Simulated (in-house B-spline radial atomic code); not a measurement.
Values are calculated unless marked as measured or tabulated.
# Weak and strong correlation along the adiabatic connection

Two-electron singlets in several external potentials (atomic units), by full CI in B-splines with partial waves to l = 8 (correlation energies up to 0.6 % small). The repulsion is scaled by λ at fixed density; W(λ) is the mean repulsion less the Hartree energy, W(0) = E_x, and the area under W from 0 to 1 is E_xc.

One system gave this curve:

```tsv
λ	W (hartree)
0	-0.47741
0.02	-0.47928
0.05	-0.48202
0.12	-0.4881
0.25	-0.49838
0.4	-0.50883
0.6	-0.52085
0.8	-0.53111
1	-0.53997
1.4	-0.55449
2	-0.57073
3	-0.58903
4.5	-0.60598
7	-0.62208
10	-0.63315
```

(1) Which system is it?
A. −Z exp(−kr)/r, Z = 1.71, k = 0.0968
B. −Z/r, Z = 2.65
C. −Z exp(−kr)/r, Z = 8.75, k = 2.01
D. −Z/r, Z = 0.932, wall at 5.08 bohr

Results:

(1) D. The exchange energy sets the size: −Z/r, Z = 0.932, wall at 5.08 bohr: E_x = -0.477, E_c = -0.0356; −Z exp(−kr)/r, Z = 8.75, k = 2.01: E_x = -5.02, E_c = -0.0457; −Z/r, Z = 2.65: E_x = -1.43, E_c = -0.043; −Z exp(−kr)/r, Z = 1.71, k = 0.0968: E_x = -0.837, E_c = -0.0415 hartree.
